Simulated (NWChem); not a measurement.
Program: NWChem. System: CH$_{4}$OSi, charge 0, spin multiplicity 1, at a geometry optimised with B3LYP/def2-SVP. The structure started from a generated list of species. Level: PBE0/def2-TZVPP.

The NWChem input:

```
start mol
memory heap 200 mb stack 900 mb global 1100 mb
geometry units angstroms nocenter noautoz
  O      0.783399     1.533433     0.000000
  C     -0.248279     0.903089     0.000000
  Si    -0.212638    -1.040000     0.000000
  H     -1.239086     1.443089     0.000000
  H      0.518202    -1.487766     1.217890
  H      0.518202    -1.487766    -1.217890
  H     -1.597905    -1.593548     0.000000
  symmetry group Cs
end
basis spherical
  * library def2-tzvpp
end
dft
  xc pbe0
  semidirect memsize 60000000 filesize 0
  iterations 100
end
task dft energy
```

Output (cleaned and shortened):

```
             Northwest Computational Chemistry Package (NWChem) 7.3.0
             --------------------------------------------------------

                                NWChem Input Module
                                -------------------

 Scaling coordinates for geometry "geometry" by  1.889725989
 (inverse scale =  0.529177249)

 Turning off AUTOSYM since
 SYMMETRY directive was detected!

                             Geometry "geometry" -> ""
                             -------------------------

 Output coordinates in angstroms (scale by  1.889725989 to convert to a.u.)

  No.       Tag          Charge          X              Y              Z
 ---- ---------------- ---------- -------------- -------------- --------------
    1 O                    8.0000     0.78339900     1.53343300     0.00000000
    2 C                    6.0000    -0.24827900     0.90308900     0.00000000
    3 Si                  14.0000    -0.21263800    -1.04000000     0.00000000
    4 H                    1.0000    -1.23908600     1.44308900     0.00000000
    5 H                    1.0000     0.51820200    -1.48776600     1.21789000
    6 H                    1.0000     0.51820200    -1.48776600    -1.21789000
    7 H                    1.0000    -1.59790500    -1.59354800     0.00000000

 Effective nuclear repulsion energy (a.u.)      96.1148325418

            Nuclear Dipole moment (a.u.)
            ----------------------------
        X                 Y               Z
 ---------------- ---------------- ----------------
    -0.0000018897     0.0000132281     0.0000000000

      Symmetry information
      --------------------

 Group name             Cs
 Group number              2
 Group order               2
 No. of unique centers     6

      Symmetry unique atoms

     1    2    3    4    5    7


 Summary of "ao basis" -> "" (spherical)
 ------------------------------------------------------------------------------
       Tag                 Description            Shells   Functions and Types
 ---------------- ------------------------------  ------  ---------------------
 *                         def2-tzvpp                 on all atoms

                                 NWChem DFT Module
                                 -----------------

 Summary of "ao basis" -> "ao basis" (spherical)
 ------------------------------------------------------------------------------
       Tag                 Description            Shells   Functions and Types
 ---------------- ------------------------------  ------  ---------------------
 O                         def2-tzvpp               11       31   5s3p2d1f
 C                         def2-tzvpp               11       31   5s3p2d1f
 Si                        def2-tzvpp               14       42   5s5p3d1f
 H                         def2-tzvpp                6       14   3s2p1d

 Summary of "ao basis" -> "ao basis" (spherical)
 ------------------------------------------------------------------------------
       Tag                 Description            Shells   Functions and Types
 ---------------- ------------------------------  ------  ---------------------
 O                         def2-tzvpp               11       31   5s3p2d1f
 C                         def2-tzvpp               11       31   5s3p2d1f
 Si                        def2-tzvpp               14       42   5s5p3d1f
 H                         def2-tzvpp                6       14   3s2p1d

      Symmetry analysis of basis
      --------------------------
[...]
 d= 0,ls=0.0,diis     3   -404.9865764613 -3.96D-01  7.63D-04  3.56D-02     3.0
 d= 0,ls=0.0,diis     4   -404.9890726549 -2.50D-03  3.40D-04  5.18D-03     3.4
 d= 0,ls=0.0,diis     5   -404.9896510492 -5.78D-04  6.74D-05  2.03D-04     3.8
  Resetting Diis
 d= 0,ls=0.0,diis     6   -404.9896798409 -2.88D-05  1.47D-05  1.02D-05     4.2
 d= 0,ls=0.0,diis     7   -404.9896809906 -1.15D-06  7.81D-06  1.02D-06     4.6
 d= 0,ls=0.0,diis     8   -404.9896807918  1.99D-07  4.33D-06  3.18D-06     5.0

         Total DFT energy =     -404.989680791752
      One electron energy =     -749.158914263944
           Coulomb energy =      284.159604401075
    Exchange-Corr. energy =      -36.105203470687
 Nuclear repulsion energy =       96.114832541804

 Numeric. integr. density =       31.999995638603

     Total iterative time =      4.6s

                  Occupations of the irreducible representations
                  ----------------------------------------------

                     irrep           alpha         beta
                     --------     --------     --------
                     a'               13.0         13.0
                     a"                3.0          3.0

                       DFT Final Molecular Orbital Analysis
                       ------------------------------------

 Vector   14  Occ=2.000000D+00  E=-3.728958D-01  Symmetry=a'
              MO Center= -6.4D-01, -1.3D+00, -2.2D-13, r^2= 2.3D+00
   Bfn.  Coefficient  Atom+Function         Bfn.  Coefficient  Atom+Function
  ----- ------------  ---------------      ----- ------------  ---------------
    77      0.302510  3 Si px               148     -0.256840  7 H  s
   149     -0.167137  7 H  s                147     -0.157759  7 H  s
   120      0.136040  5 H  s                134      0.136040  6 H  s
    68     -0.126998  3 Si px                74      0.120854  3 Si px
    80      0.087821  3 Si px               119      0.083450  5 H  s

 Vector   15  Occ=2.000000D+00  E=-3.689960D-01  Symmetry=a"
              MO Center=  3.2D-01, -1.1D+00,  2.1D-13, r^2= 2.7D+00
   Bfn.  Coefficient  Atom+Function         Bfn.  Coefficient  Atom+Function
  ----- ------------  ---------------      ----- ------------  ---------------
    79      0.289000  3 Si pz               120      0.222222  5 H  s
   134     -0.222222  6 H  s                  8     -0.146480  1 O  pz
   121      0.134366  5 H  s                135     -0.134366  6 H  s
   119      0.133526  5 H  s                133     -0.133526  6 H  s
    11     -0.123963  1 O  pz                70     -0.121023  3 Si pz

 Vector   16  Occ=2.000000D+00  E=-2.644054D-01  Symmetry=a'
              MO Center=  1.5D-01,  9.5D-01, -7.2D-16, r^2= 2.4D+00
   Bfn.  Coefficient  Atom+Function         Bfn.  Coefficient  Atom+Function
  ----- ------------  ---------------      ----- ------------  ---------------
     7      0.336791  1 O  py                10      0.282523  1 O  py
    78      0.236521  3 Si py                13      0.223094  1 O  py
   107     -0.218008  4 H  s                  6     -0.182589  1 O  px
   106     -0.155312  4 H  s                  9     -0.152776  1 O  px
    38     -0.145321  2 C  py                41     -0.145745  2 C  py

 Vector   17  Occ=0.000000D+00  E=-6.708746D-02  Symmetry=a"
              MO Center= -4.6D-02,  6.9D-01,  1.4D-15, r^2= 2.5D+00
   Bfn.  Coefficient  Atom+Function         Bfn.  Coefficient  Atom+Function
  ----- ------------  ---------------      ----- ------------  ---------------
    45     -0.333701  2 C  pz                14      0.331221  1 O  pz
    42     -0.313178  2 C  pz                 8      0.294582  1 O  pz
    39     -0.295171  2 C  pz               121      0.289227  5 H  s
   135     -0.289227  6 H  s                 82     -0.271619  3 Si pz
    11      0.240673  1 O  pz                79     -0.091548  3 Si pz

 Vector   18  Occ=0.000000D+00  E= 1.239454D-02  Symmetry=a'
              MO Center= -3.7D-01, -1.2D+00,  1.1D-15, r^2= 5.1D+00
   Bfn.  Coefficient  Atom+Function         Bfn.  Coefficient  Atom+Function
  ----- ------------  ---------------      ----- ------------  ---------------
    36      1.662000  2 C  s                 81     -1.497585  3 Si py
   107     -0.605643  4 H  s                 44     -0.486101  2 C  py
    67     -0.481779  3 Si s                121     -0.352817  5 H  s
   135     -0.352817  6 H  s                149     -0.339122  7 H  s
    78     -0.335644  3 Si py                35      0.235763  2 C  s

 Vector   19  Occ=0.000000D+00  E= 3.986948D-02  Symmetry=a'
              MO Center=  1.1D-01, -8.8D-01,  6.8D-14, r^2= 4.3D+00
   Bfn.  Coefficient  Atom+Function         Bfn.  Coefficient  Atom+Function
  ----- ------------  ---------------      ----- ------------  ---------------
    80      1.507223  3 Si px               149      1.139125  7 H  s
   121     -0.892864  5 H  s                135     -0.892864  6 H  s
    67      0.644760  3 Si s                 36     -0.400223  2 C  s
    77      0.357420  3 Si px                44      0.232409  2 C  py
   107      0.215995  4 H  s                 35      0.175722  2 C  s

 center of mass
 --------------
 x =   0.05629242 y =   0.09818917 z =   0.00000000

 moments of inertia (a.u.)
 ------------------
         319.984205426526         -77.949615530538           0.000000000000
         -77.949615530538          69.347790224009           0.000000000000
           0.000000000000           0.000000000000         367.978994712020

     Multipole analysis of the density
     ---------------------------------

     L   x y z        total         alpha         beta         nuclear
     -   - - -        -----         -----         ----         -------
     0   0 0 0     -0.000000    -16.000000    -16.000000     32.000000

     1   1 0 0     -0.688622     -0.344310     -0.344310     -0.000002
     1   0 1 0     -0.492355     -0.246184     -0.246184      0.000013
     1   0 0 1     -0.000000     -0.000000     -0.000000      0.000000

     2   2 0 0    -20.376405    -29.004634    -29.004634     37.632864
     2   1 1 0     -2.211021    -19.991656    -19.991656     37.772291
     2   1 0 1     -0.000000     -0.000000     -0.000000      0.000000
     2   0 2 0    -21.515792    -96.277653    -96.277653    171.039514
     2   0 1 1     -0.000000     -0.000000     -0.000000      0.000000
     2   0 0 2    -19.307594    -14.950600    -14.950600     10.593606

 Task  times  cpu:        5.0s     wall:        5.0s

 Total times  cpu:        5.0s     wall:        5.0s
```
